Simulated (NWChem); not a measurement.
Atomisation of BeO

```
Be
O 1 1.3389
```
Charge 0, spin multiplicity 1.

All runs are NWChem calculations. All single points use one geometry, from B3LYP/def2-SVP, a minimum by its harmonic frequencies.

Basis set: def2-TZVP. The atomisation energy is electronic alone: no zero-point, thermal, spin-orbit or counterpoise terms. No value is extrapolated to the basis-set limit. Free atoms are single determinants with multiplicities Be 1, O 3.

B3LYP has NWChem's definition, with VWN1-RPA local correlation. The structure started from a generated list of species. No SCF solution was tested for a lower state. Open-shell Hartree-Fock references start from PBE0 orbitals.

Task: Order these methods by the atomisation energy they give, lowest first: BP86, LDA (SVWN5), TPSS, HF.

Result: HF (33.8 kcal/mol), TPSS (107.2 kcal/mol), BP86 (117.3 kcal/mol), LDA (SVWN5) (140.2 kcal/mol)
